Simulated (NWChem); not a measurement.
Molecule: TiF4; SMILES [F][Ti]([F])([F])[F]

```xyz
5

Ti     0.0000     0.0000     0.0000
F      1.1346     0.8133    -1.0149
F      0.8383    -1.0923     1.0405
F     -1.1180    -0.8798    -0.9768
F     -0.8550     1.1588     0.9511
```
Atoms are numbered in this order, from 1.

All runs use the structure optimised with PBE0/def2-SVP.

**Question.** Give the principal values of the shielding tensors (ppm) of Ti1, F2 from BHandHLYP/pcSseg-1, GIAO (NWChem), with their diamagnetic and paramagnetic parts as GIAO splits them.

**Answer.** 
| atom | σ11 | σ22 | σ33 | isotropic | diamagnetic | paramagnetic |
|---|---|---|---|---|---|---|
| Ti1 | 133.4 | 133.5 | 133.6 | 133.5 | 1600.8 | -1467.3 |
| F2 | -404.6 | -404.6 | 383.5 | -141.9 | 478.3 | -620.2 |
